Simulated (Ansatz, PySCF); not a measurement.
Pair of molecules: H2O (SMILES O) (first 3 atoms) with C2H3F (SMILES C=CF); geometry from B3LYP-D3(BJ)/def2-TZVP.
(charge 0, multiplicity 1):
```xyz
9

O      0.3312    -0.1151    -0.5749
H      0.0316    -0.8592    -1.1067
H     -0.3617     0.0217     0.0827
C      0.9451    -0.6695     2.7060
C     -0.3268    -0.4625     2.9704
F     -1.2189    -0.1361     1.9960
H      1.3374    -0.5901     1.7008
H      1.6107    -0.9241     3.5178
H     -0.8105    -0.5169     3.9357
```

Basis-set superposition error: the interaction energy with monomers in their own basis, and in the dimer's basis (counterpoise).

Codes used: Ansatz (an electronic-structure program) with Gaussian orbitals; PySCF for 6-31G* rows, M06-2X. 

```csv
level,uncorrected (kcal/mol),counterpoise (kcal/mol),difference
HF/6-31G*,-4.11,-2.07,2.04
HF/aug-cc-pVDZ,-2.04,-1.73,0.32
PBE/def2-TZVPPD,-2.50,-2.44,0.05
r2SCAN/def2-TZVPPD,-3.07,-3.03,0.05
M06-2X/def2-TZVPPD,-3.45,-3.39,0.06
wB97M-V/def2-TZVPPD,-3.23,-3.19,0.05
MP2/6-31G*,-5.92,-2.38,3.54
MP2/aug-cc-pVDZ,-3.63,-2.69,0.94
MP2/aug-cc-pVQZ,-3.41,-3.15,0.26
SCS-MP2/aug-cc-pVQZ,-2.97,-2.68,0.29
```

The error is largest for MP2/6-31G* (3.54 kcal/mol) and smallest for wB97M-V/def2-TZVPPD (0.05 kcal/mol).
